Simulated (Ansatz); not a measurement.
Coupled-cluster diagnostics for Ge(NMeEt)Cl3 (C₃H₈Cl₃GeN), Ansatz.

Geometry of the singlet (PBE-D4/def2-SVP):

```xyz
16

Ge    0.692    1.210    1.365
N     0.666   -0.109    0.110
C     1.201    0.180   -1.215
C    -0.387   -1.125    0.187
C    -1.716   -0.759   -0.483
H     1.576   -0.763   -1.672
H     0.460    0.628   -1.918
H     2.060    0.874   -1.134
H     0.024   -2.056   -0.267
H    -0.555   -1.359    1.259
H    -2.445   -1.586   -0.368
H    -2.155    0.152   -0.028
H    -1.596   -0.572   -1.569
Cl   -0.826    2.761    1.132
Cl    2.607    2.204    1.290
Cl    0.394    0.320    3.311
```

Correlated methods freeze 28 core orbitals; core or outer-core shells of Ge are correlated, in sets that lack core-valence functions.

**Question.** Estimate the CCSD(T) correlation energy, the shares of MP2 and (T), T1 and the reference's ⟨S²⟩ for: charge 0, singlet, own geometry in def2-SVP; and the rough time on 4 threads of Intel Xeon on a shared host.

**Answer.** 
```json
{"state": "charge 0, singlet, own geometry", "basis": "def2-SVP", "correlation (eV)": "-36.257", "MP2 share (%)": "91.7", "(T) share (%)": "2.8", "T1": "0.010", "⟨S²⟩ (pure)": "0.00 (0.00)", "wall time": "2.4 min"}
```
Customary marks for T1 are 0.02 (closed shells), 0.045 (open shells) and about 0.05 (3d metals). T1 stays under 0.02 throughout.
